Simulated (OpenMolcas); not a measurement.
## Co4+: effect of the basis set

```yaml
Program: OpenMolcas
Method: "MS-RASPT2, IPEA 0.25 Eh, imaginary shift 0.1 Eh (closed shells correlated: 3s)"
Active_space: 11 electrons in 8 orbitals (RAS1 3p, at most 2 holes; RAS2 3d)
State_averaging: 2S+1 = 6 even, 1 root; 2S+1 = 4 even, 24 roots; 2S+1 = 2 even, 53 roots
Spin-orbit_coupling: state interaction with AMFI integrals over the reference wave functions, term energies averaged over their components
```

A. ANO-RCC-VTZP [6s5p3d2f1g], DKH2, point nucleus; CASPT2 step about 40 core-seconds
B. ANO-R2 [7s5p4d2f1g], X2C, finite nucleus; CASPT2 step roughly 40 core-seconds
C. ANO-RCC-VQZP [7s6p4d3f2g1h], DKH2, point nucleus; CASPT2 step roughly 2.7 core-minutes

Energies in cm-1 above 3d5 6S 5/2, the measured ground level; measured values from Sugar and Corliss, J. Phys. Chem. Ref. Data 10, 1097 (1981).

```csv
Level,A,B,C,Measured
3d5 6S 5/2,0.0,0.0,0.0,0.0
3d5 4G 5/2,38900,38500,38350,
3d5 4G 7/2,38960,38550,38400,
3d5 4G 11/2,38970,38560,38410,37218
3d5 4G 9/2,38990,38580,38430,
3d5 4P 5/2,43050,42470,42420,40753
3d5 4P 3/2,43180,42590,42540,40891
3d5 4P 1/2,43340,42720,42670,41024
3d5 4D 7/2,46980,46420,46370,44709
3d5 4D 1/2,47130,46550,46500,44908
3d5 4D 3/2,47270,46670,46630,
3d5 4D 5/2,47310,46710,46660,
3d5 2I 11/2,56750,56120,55800,
3d5 2I 13/2,56890,56250,55920,
3d5 2D 5/2 [68 %],60440,59650,59500,57083
3d5 2D 3/2,61270,60430,60300,57823
3d5 2F 7/2(1),62860,61990,61820,59455
3d5 4F 9/2,63680,62890,62840,60830
3d5 4F 7/2,63800,62990,62940,60974
3d5 4F 3/2,64120,63270,63220,
3d5 2H 9/2,67920,67080,66850,64742
3d5 2H 11/2,68520,67620,67380,65284
3d5 2G 7/2,69680,68820,68630,66229
3d5 2G 9/2,70200,69280,69090,66760
```

Deviations, from unrounded energies. A percentage is the sum of absolute deviations over the sum of measured energies, with the sign that they share, or ± where signs differ.

| Against measurement | Levels | A | B | C |
| --- | --- | --- | --- | --- |
| mean absolute deviation (cm-1) | 15 | 2800 | 2100 | 2000 |
| other terms of the ground configuration (%) | 15 | +5.2 | +3.9 | +3.7 |

C lies closest to measurement on these levels and A furthest from it. The largest miss of C in the table is 3d5 2D 3/2, by +2500 cm-1. The ranking rests on the paired levels alone, and a cruder setting can come out closer through cancelling errors.

The two smallest mean deviations differ by little beside CASPT2's spread within terms, so their order carries little weight.

Among A to C the level of the table that moves most is 3d5 2H 11/2, by 1100 cm-1 (lowest in C, highest in A). Moves below CASPT2's spread within the term are not significant.

CASPT2 breaks the degeneracy within a term, and the mean is taken; among the terms shown or strongly mixed into the levels shown the widest spread is 760 cm-1 (3d5 2I, B). Some levels mix across a computed gap that differs much from the measured one, so their mixing is not that of the real levels. Active for correlation alone: 3p; no level in the range computed is led by a configuration that opens it, so any true level of that kind is missing. Computed and measured levels are paired by configuration, term and J; levels that our copy of the source lacks, or whose pairing is in doubt (as where it misses far off the trend of its configuration), stay unpaired and out of the deviations. Levels of configurations outside the active space are missing. The table leaves out levels that lie high or whose names do not pair safely across all columns.

A share in square brackets marks a mixed level and gives the weight of the term that names it, the lowest over the columns. A number in round brackets counts repeated terms of one configuration in the order of the reference energies.
